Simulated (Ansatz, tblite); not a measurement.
Isomers of As$_{5}$⁺ (singlet), found by a short tight-binding search and relaxed with PBE-D4/def2-SVP in Ansatz.

The xTB rows come from tblite. Correlated methods freeze 45 core orbitals; core or outer-core shells of As are correlated, in sets that lack core-valence functions.

Run but left out: HF/def2-SVP (B: restricted singlet, unstable towards broken spin symmetry).

B: The restricted singlet is unstable towards broken spin symmetry in Hartree–Fock (as tested in another run); at LDA (SPW92)/def2-TZVP, PBE-D4/def2-TZVP, BLYP-D4/def2-TZVP, r2SCAN-D4/def2-TZVP and others this wasn't settled. At CCSD(T)/def2-SVP the restricted singlet (for correlated methods, its reference) is unstable: a solution with broken spin symmetry lies lower.

Other spin states were run for one of them alone.

A:

```xyz
5

As    0.2183   -0.3393   -1.7301
As    0.7180    1.5973   -0.3078
As    1.1641   -0.7694    0.6377
As   -0.8006    0.7245    1.4108
As   -1.2997   -1.2131   -0.0106
```

B:

```
atom   x (Å)   y (Å)   z (Å)
 As1  -1.092   1.854   0.456
 As2   0.847   0.136   0.754
 As3   1.234  -0.017  -1.821
 As4   0.670  -1.924  -0.835
 As5  -1.659  -0.049   1.447
```

Question: Estimate their order by electronic energy at PBE0-D4/def2-TZVP, counted from the lowest.

Answer: A (0.0) < B (164.4), in kJ/mol.

Question: Do the other levels pick the same lowest one?

Answer: All that were run do. Energies above each level's lowest (kJ/mol):

```
                level    A      B
             GFN1-xTB  0.0  147.4
             GFN2-xTB  0.0   69.1
LDA (SPW92)/def2-TZVP  0.0  163.1
     PBE-D4/def2-TZVP  0.0  146.9
    BLYP-D4/def2-TZVP  0.0  113.4
  r2SCAN-D4/def2-TZVP  0.0  148.3
    PBE0-D4/def2-TZVP  0.0  164.4
         MP2/def2-SVP  0.0  117.2
        CCSD/def2-SVP  0.0  114.8
     CCSD(T)/def2-SVP  0.0  109.2
```
Point groups (tolerance 0.1 Å): A C4v, B C2v. Lower isomers may exist.
